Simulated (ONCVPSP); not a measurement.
**tungsten (W): one change to an ONCV potential, before and after**

```
Element                 : W (Z = 74)
Generator               : ONCVPSP 4.0.1
Type                    : optimised norm-conserving Vanderbilt (ONCV)
Functional              : PBE
Relativity              : fully relativistic
Frozen core             : [Kr] 4d10 4f14 5s2
Valence charge          : 12
Reference configuration : 5p6 5d4 6s1.5 (charge +0.5)
Partial waves           : 6s: rc 2.55 bohr, ncon 4, nbas 7, qcut 2.2 1/bohr, 2 projectors, debl 2.6 Ha; 5p: rc 1.30 bohr, ncon 4, nbas 8, qcut 5.5 1/bohr, 2 projectors, debl 3.2 Ha; 5d: rc 2.45 bohr, ncon 5, nbas 10, qcut 6.6 1/bohr, 2 projectors, debl 3.4 Ha
Local potential         : polynomial inside 1.00 bohr (lpopt 5, dvloc0 0 Ha)
Core correction         : none
```

Open shells are filled in proportion to 2j + 1.

All-electron outer shells of the reference configuration (PBE, scalar-relativistic, ld1.x):

| shell | level (eV) | outermost node (bohr) | outermost maximum (bohr) |
| --- | --- | --- | --- |
| 5p | -46.81 | 0.57 | 1.09 |
| 4f | -36.79 | – | 0.43 |
| 6s | -8.86 | 1.28 | 2.61 |
| 5d | -7.98 | 0.63 | 1.49 |

Change: p: rc 1.88.

Cutoffs: the cutoffs (Ha) at which the residual kinetic energy of the hardest occupied pseudo-wave falls to 1 and 0.1 mHa per electron; they do not see the model core or the augmentation charge, which bear on the density cutoff. Errors are all-electron minus pseudo energies relative to the spin-unpolarised reference configuration.

Problem. Predict the effect on cutoff, ghosts and configuration errors.

Solution. The potential gets softer (105 Ha and 126 Ha → 14 Ha and 17 Ha); both files keep a bound ghost (s); the errors of the 4 common tests hardly move. A larger radius leaves more room for a smooth pseudo-wave, so fewer plane waves are needed.

| quantity | base | changed |
| --- | --- | --- |
| cutoff, loose | 105 Ha | 14 Ha |
| cutoff, tight | 126 Ha | 17 Ha |
| loose cutoff by channel | s 6.4 Ha, p 105 Ha, d 14 Ha | s 6.4 Ha, p 12 Ha, d 14 Ha |
| bound ghosts | s | s |
| GHOST(+) flags under 300 eV | s at 51.0 eV, p3/2 at 281.6 eV | s at 51.0 eV, p3/2 at 173.1 eV |
| error for 5p6 5d4 6s2, meV [ΔE -3.64 eV] | -0.9 | -0.9 |
| error for 5p6 5d4 6s1, meV [ΔE 5.25 eV] | -0.8 | -0.8 |
| error for 5p6 5d4 6s0, meV [ΔE 20.94 eV] | -4.2 | -4.0 |
| error for 5p6 5d4.5 6s1.5, meV [ΔE -2.94 eV] | -0.7 | -0.7 |
| s: phases at 2.59 bohr within 0.05 rad from the reference energy up to (Ha; the scan ends near 5) | 1.8 | 1.8 |
| d5/2: phases at 2.48 bohr within 0.05 rad from the reference energy up to (Ha; the scan ends near 5) | to the end of the scan | to the end of the scan |
| d3/2: phases at 2.48 bohr within 0.05 rad from the reference energy up to (Ha; the scan ends near 5) | to the end of the scan | to the end of the scan |

 A true bound ghost makes a file unfit for plane-wave use even where its test errors are small: the radial tests pick states by their node count and pass the ghost by.
